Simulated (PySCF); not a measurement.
## Working out the ionisation energy of Ni⁺

Ni⁺ [Ar] 3d9 (2D) → Ni²⁺ [Ar] 3d8 (3F). Computed with PySCF 2.14 in def2-TZVP, with no relativity, point nucleus. Frozen: [Ar]. Energies in hartree (1 hartree = 27.21139 eV):

| part | Ni⁺ (lower) | Ni²⁺ (upper) |
| --- | --- | --- |
| UHF | -1506.563220 | -1506.004496 |
| MP2 opposite-spin | -0.192224 | -0.124623 |
| MP2 same-spin | -0.112641 | -0.076991 |

Task: What does Hartree-Fock give?

Result: (-1506.004496) − (-1506.563220) = 0.558724 hartree = 15.204 eV.

Task: What do MP2 and SCS-MP2 (6/5 opposite-spin, 1/3 same-spin) give?

Result: The opposite-spin parts differ by 1.840 eV and the same-spin parts by 0.970 eV. MP2: 15.204 + (1.840) + (0.970) = 18.014 eV. SCS-MP2: 15.204 + 1.2 × (1.840) + (0.970)/3 = 17.735 eV.

Reference: 18.169 eV (measured; NIST Atomic Spectra Database, ionization energies), between the lowest levels; spin-orbit coupling is absent from the calculation.

The calculation is non-relativistic.

What remains against the reference includes basis incompleteness, the frozen core and correlation beyond second order.
